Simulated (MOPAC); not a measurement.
Input file for MOPAC: PM3 on ClGeH (SMILES [Cl][GeH]), a point of a bond scan (R = 1.445 Å).

```
PM3 1SCF PRECISE CHARGE=0 THREADS=1
ClGeH

Ge     0.52862057 1    -0.16248943 1     0.50490017 1
H      1.51118041 1    -0.36124860 1    -0.53592840 1
Cl    -1.09036542 1     0.32841146 1    -0.91207233 1
```

Program output:

```
*******************************************************************************
 **                                                                           **
 **                              MOPAC v23.2.5                                **
 **                                                                           **
 *******************************************************************************
 ** MOPAC's Digital Object Identifier: https://doi.org/10.5281/zenodo.6511958 **
 **                                                                           **
 ** Please cite the open-source release paper for use of this MOPAC version:  **
 ** J. E. Moussa and J. J. P. Stewart (2026)                                  **
 ** MOPAC: An open-source semiempirical molecular orbital program             **
 ** J. Open Source Softw., 11(119), 8025, https://doi.org/10.21105/joss.08025 **
 *******************************************************************************

                              PM3 CALCULATION RESULTS

 *******************************************************************************
 *  PM3        - The PM3 Hamiltonian to be used
 *
 *
 *
 *                 CHARGE ON SYSTEM = 0
 *
 *
 *
 *  PRECISE    - TIGHTER CRITERIA TO BE USED
 *  1SCF       - DO 1 SCF AND THEN STOP
 *  THREADS=1  - MULTI-THREADING NOT USED
 *  T=         - A TIME OF 172800.0 SECONDS REQUESTED
 *  DUMP=N     - RESTART FILE WRITTEN EVERY 7200.0 SECONDS REQUESTED
 *******************************************************************************
PM3 1SCF PRECISE CHARGE=0 THREADS=1
 ClGeH

   ATOM   CHEMICAL          X               Y               Z
  NUMBER   SYMBOL      (ANGSTROMS)     (ANGSTROMS)     (ANGSTROMS)

     1      Ge          0.52862057  *  -0.16248943  *   0.50490017  *
     2       H          1.51118041  *  -0.36124860  *  -0.53592840  *
     3      Cl         -1.09036542  *   0.32841146  *  -0.91207233  *



          CARTESIAN COORDINATES

    NO.       ATOM           X           Y           Z

     1        Ge          0.5286     -0.1625      0.5049
     2         H          1.5112     -0.3612     -0.5359
     3        Cl         -1.0904      0.3284     -0.9121

  H: (PM3): J. J. P. STEWART, J. COMP. CHEM. 10, 209 (1989).
 Cl: (PM3): J. J. P. STEWART, J. COMP. CHEM. 10, 209 (1989).
 Ge: (PM3): J. J. P. STEWART, J. COMP. CHEM. 12, 320-341 (1991).

           Empirical Formula: H Ge Cl  =     3 atoms



      MOLECULAR POINT GROUP   :   Cs


      RHF CALCULATION, NO. OF DOUBLY OCCUPIED LEVELS = 6


 -------------------------------------------------------------------------------
 PM3 1SCF PRECISE CHARGE=0 THREADS=1
 ClGeH



     1SCF WAS SPECIFIED, SO BFGS WAS NOT USED
     SCF FIELD WAS ACHIEVED


                              PM3 CALCULATION
                                                       MOPAC v23.2.5 Linux




          FINAL HEAT OF FORMATION =         38.36543 KCAL/MOL =     160.52095 KJ/MOL


          COSMO AREA              =         97.04 SQUARE ANGSTROMS
          COSMO VOLUME            =         84.32 CUBIC ANGSTROMS

          IONIZATION POTENTIAL    =          9.531212 EV
          HOMO LUMO ENERGIES (EV) =         -9.531 -3.088
          NO. OF FILLED LEVELS    =          6
          MOLECULAR WEIGHT        =        109.0509         POINT GROUP:  Cs

          MOLECULAR DIMENSIONS (Angstroms)

            Atom       Atom       Distance
           Cl     3    H     2     2.71756
           Ge     1   Cl     3     1.17084
           Cl     3    H     2     0.00000


          SCF CALCULATIONS        =          1





   ATOM   CHEMICAL          X               Y               Z
  NUMBER   SYMBOL      (ANGSTROMS)     (ANGSTROMS)     (ANGSTROMS)

     1      Ge          0.52862057  *  -0.16248943  *   0.50490017  *
     2       H          1.51118041  *  -0.36124860  *  -0.53592840  *
     3      Cl         -1.09036542  *   0.32841146  *  -0.91207233  *

                             CARTESIAN COORDINATES

   1   Ge        0.528620570    -0.162489430     0.504900170
   2    H        1.511180410    -0.361248600    -0.535928400
   3   Cl       -1.090365420     0.328411460    -0.912072330


           Empirical Formula: H Ge Cl  =     3 atoms



      MOLECULAR POINT GROUP   :   Cs


                  EIGENVALUES
 -54.27936 -14.12549 -12.45771 -11.55968 -10.59407  -9.53121  -3.08840  -1.32509
   3.40185


              NET ATOMIC CHARGES AND DIPOLE CONTRIBUTIONS

  ATOM NO.   TYPE          CHARGE      No. of ELECS.   s-Pop       p-Pop
    1         Ge           0.118280        3.8817     0.26160     3.62012
    2          H          -0.034782        1.0348     1.03478
    3         Cl          -0.083498        7.0835     1.98060     5.10289
 DIPOLE           X         Y         Z       TOTAL
 POINT-CHG.     0.485    -0.164     0.742     0.902
 HYBRID        -0.019    -0.121     2.415     2.418
 SUM            0.466    -0.285     3.158     3.204


          ATOMIC ORBITAL ELECTRON POPULATIONS

     Atom    s        px        py        pz
    1 Ge   0.26160   1.12512   1.93757   0.55743
    2  H   1.03478
    3 Cl   1.98060   1.47619   1.95474   1.67197

 **********************
 *                    *
 * JOB ENDED NORMALLY *
 *                    *
 **********************




 == MOPAC DONE ==
```

The run finished.

Cost: roughly 0.020 core-seconds.
